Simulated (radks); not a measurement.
Values are calculated unless marked as measured or tabulated.
Species: Ce8+. Configuration: [Kr] 4d10 5s2 5p2. Level of theory: scalar-relativistic Kohn-Sham, PBE, spin-unpolarised, spherical densities, point nucleus (a radial shooting solver on a logarithmic mesh with Libxc functionals).

Unscreened Slater integrals over Kohn-Sham orbitals (cm^-1). Empty in this configuration: 4f.

\begin{tabular}{lr}
integral & value \\ \hline
F0(5p,5p) & 131220 \\
F2(5p,5p) & 71633 \\
F0(5p,5s) & 136780 \\
G1(5p,5s) & 93384 \\
F0(5p,4d) & 160550 \\
F2(5p,4d) & 51588 \\
G1(5p,4d) & 15253 \\
G3(5p,4d) & 15158 \\
F0(5p,4p) & 162630 \\
F2(5p,4p) & 48037 \\
G0(5p,4p) & 9992.2 \\
G2(5p,4p) & 13103 \\
F0(5p,4f) & 154970 \\
F2(5p,4f) & 58115 \\
G2(5p,4f) & 27578 \\
G4(5p,4f) & 22579 \\
F0(5s,5s) & 143470 \\
F0(5s,4d) & 172770 \\
G2(5s,4d) & 20565 \\
F0(5s,4p) & 175230 \\
G1(5s,4p) & 14844 \\
F0(5s,4f) & 165990 \\
G3(5s,4f) & 31166 \\
F0(4d,4d) & 270870 \\
F2(4d,4d) & 138460 \\
F4(4d,4d) & 92864 \\
F0(4d,4p) & 281840 \\
F2(4d,4p) & 145090 \\
G1(4d,4p) & 184420 \\
G3(4d,4p) & 115580 \\
F0(4d,4f) & 245790 \\
F2(4d,4f) & 120910 \\
F4(4d,4f) & 77915 \\
G1(4d,4f) & 143290 \\
G3(4d,4f) & 90541 \\
G5(4d,4f) & 64190 \\
F0(4p,4p) & 294550 \\
F2(4p,4p) & 154890 \\
F0(4p,4f) & 254580 \\
F2(4p,4f) & 125370 \\
G2(4p,4f) & 109970 \\
G4(4p,4f) & 75896 \\
F0(4f,4f) & 227010 \\
F2(4f,4f) & 111780 \\
F4(4f,4f) & 70948 \\
F6(4f,4f) & 51281 \\
\end{tabular}

Derived for the open shells (J is the average intra-shell exchange parameter used in DFT+U). 5p: J = F2/5 = 14330 cm^-1.
